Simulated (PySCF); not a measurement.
# Shapes and spin states of OsS₃

All numbers come from PySCF, PBE0, basis Os def2-SVP with ECP60, S def2-SVP (scalar-relativistic core potentials, no spin–orbit coupling, density fitting).

Relaxations began from a few typed shapes and spin states; open shells are unrestricted. The search is not exhaustive: other isomers or separated fragments can lie lower, and high-lying points may rest on an excited occupation.

| spin | group | bonds | angles | imaginary modes (cm⁻¹) | ΔE (kJ/mol) | ΔE with ZPE (kJ/mol) |
| --- | --- | --- | --- | --- | --- | --- |
| singlet | D3h | Os–S 2.077 Å (×3) | S–Os–S 120.0° (×3) | none | 0.0 | 0.0 |
| triplet | Cs | Os–S 2.097 Å (×2), Os–S 2.131 Å | S–Os–S 112.5° (×2), S–Os–S 119.7° | none | 84.3 | 83.1 |
| triplet | C2v | Os–S 2.112 Å, Os–S 2.125 Å (×2) | S–Os–S 113.6°, S–Os–S 123.2° (×2) | 1 found | 91.9 | – |
| triplet | C2v | Os–S 2.088 Å (×2), Os–S 2.184 Å | S–Os–S 114.5° (×2), S–Os–S 130.9° | 73i | 137.2 | – |
| singlet (closed shell, unstable to spin polarisation) | Cs | Os–S 2.073 Å, Os–S 2.242 Å (×2), S–S 2.036 Å | Os–S–S 63.0° (×2), S–Os–S 54.0°, S–Os–S 128.5° (×2) | none | 174.0 | 173.5 |
| singlet (closed shell, unstable to spin polarisation) | C2v | Os–S 2.089 Å, Os–S 2.258 Å (×2), S–S 2.027 Å | Os–S–S 63.3° (×2), S–Os–S 53.3°, S–Os–S 153.3° (×2) | 85i | 196.0 | – |

The lowest minimum found is the singlet D3h: Os–S 2.077 Å (×3); S–Os–S 120.0° (×3).

Formally Os is in oxidation state +6, d2, with 0 unpaired electrons (the high-spin count would be 2). The polar-tensor charge on Os, 0.67, is far below the formal one.

For the lowest minimum: no spin–orbit coupling is included, which matters more the heavier the element.
